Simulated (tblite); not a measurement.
C7H11Cl.
SMILES with atom numbers: `[Cl:1][C@@:2]12[CH2:3][CH2:4][CH2:5][C@@H:6]1[CH2:7][CH2:8]2` (hydrogens: H9, H10 on C3; H11, H12 on C4; H13, H14 on C5; H15 on C6; H16, H17 on C7; H18, H19 on C8)

Computed with GFN2-xTB (tblite), gas phase: Langevin dynamics at 600 K from the optimised GFN2-xTB geometry, time step 0.5 fs, friction 0.01 fs⁻¹, 2000 steps. The instantaneous temperature is 2·E(kin)/(3Nk) with all 3N coordinates.

| t (fs) | T (K) | E(pot) above start (eV) | Cl1–C2 (Å) | C2–C3 (Å) | C3–C4 (Å) | C4–C5 (Å) | C5–C6 (Å) | C3–H9 (Å) |
| --- | --- | --- | --- | --- | --- | --- | --- | --- |
| 0 | 488 | 0.000 | 1.779 | 1.524 | 1.530 | 1.531 | 1.525 | 1.089 |
| 50 | 395 | 1.056 | 1.803 | 1.608 | 1.557 | 1.487 | 1.588 | 1.119 |
| 100 | 658 | 0.862 | 1.746 | 1.528 | 1.527 | 1.529 | 1.457 | 1.076 |
| 150 | 708 | 1.503 | 1.794 | 1.473 | 1.479 | 1.610 | 1.491 | 1.159 |
| 200 | 602 | 1.545 | 1.968 | 1.539 | 1.593 | 1.545 | 1.615 | 1.061 |
| 250 | 543 | 1.575 | 1.726 | 1.542 | 1.465 | 1.507 | 1.504 | 1.079 |
| 300 | 676 | 1.253 | 1.772 | 1.520 | 1.556 | 1.481 | 1.499 | 1.111 |
| 350 | 677 | 1.218 | 1.735 | 1.567 | 1.513 | 1.548 | 1.483 | 1.146 |
| 400 | 548 | 1.459 | 1.806 | 1.476 | 1.512 | 1.500 | 1.633 | 1.045 |
| 450 | 776 | 1.626 | 1.849 | 1.517 | 1.547 | 1.578 | 1.574 | 1.106 |
| 500 | 792 | 1.275 | 1.782 | 1.601 | 1.444 | 1.530 | 1.497 | 1.082 |
| 550 | 522 | 1.234 | 1.705 | 1.497 | 1.554 | 1.571 | 1.595 | 1.103 |
| 600 | 633 | 1.309 | 1.762 | 1.504 | 1.540 | 1.503 | 1.545 | 1.080 |
| 650 | 608 | 1.409 | 1.864 | 1.613 | 1.544 | 1.536 | 1.545 | 1.123 |
| 700 | 510 | 1.206 | 1.817 | 1.522 | 1.522 | 1.585 | 1.494 | 1.096 |
| 750 | 630 | 0.804 | 1.790 | 1.649 | 1.515 | 1.542 | 1.497 | 1.062 |
| 800 | 599 | 1.165 | 1.794 | 1.544 | 1.627 | 1.543 | 1.475 | 1.082 |
| 850 | 545 | 1.043 | 1.808 | 1.469 | 1.527 | 1.470 | 1.510 | 1.057 |
| 900 | 646 | 1.344 | 1.651 | 1.498 | 1.613 | 1.582 | 1.542 | 1.114 |
| 950 | 585 | 1.566 | 1.820 | 1.533 | 1.581 | 1.472 | 1.598 | 1.064 |
| 1000 | 465 | 1.215 | 1.790 | 1.588 | 1.551 | 1.577 | 1.533 | 1.067 |

Question: From 500 fs on, how do temperature and potential energy compare with equipartition?

Answer: The mean temperature of these 11 frames is 594 K against the target 600 K, and the mean potential energy 1.23 eV against 51 × kT/2 = 1.32 eV for 51 classical harmonic modes. For 19 atoms in a canonical ensemble the temperature itself scatters by T·√(2/(3N)) = 112 K; here its standard deviation is 83 K. The whole run lasts only 10 friction times of 100 fs, so these averages carry a wide statistical error.

Question: What are the kinetic and total energies of the listed frame with the highest potential energy?

Answer: The one at 450 fs, 1.626 eV above the start. Its kinetic energy is 3NkT/2 = 1.907 eV at 776 K, so the sum is 3.53 eV; over the listed frames the sum runs from 1.20 to 3.53 eV, since the thermostat adds and removes energy.

Question: How much do the listed bonds fluctuate from 500 fs on?

Answer: 
| bond | at the start (Å) | mean (Å) | standard deviation (Å) |
| --- | --- | --- | --- |
| Cl1–C2 | 1.779 | 1.780 | 0.055 |
| C2–C3 | 1.524 | 1.547 | 0.055 |
| C3–C4 | 1.530 | 1.547 | 0.047 |
| C4–C5 | 1.531 | 1.537 | 0.039 |
| C5–C6 | 1.525 | 1.530 | 0.038 |
| C3–H9 | 1.089 | 1.085 | 0.021 |

The motion is classical and holds no zero-point motion.

The cost below is that of the whole dynamics run. On an Arm Neoverse V1 with one thread, no GPU, on a shared host, this took 15 s of wall time and 0.18 GiB of memory at its peak.
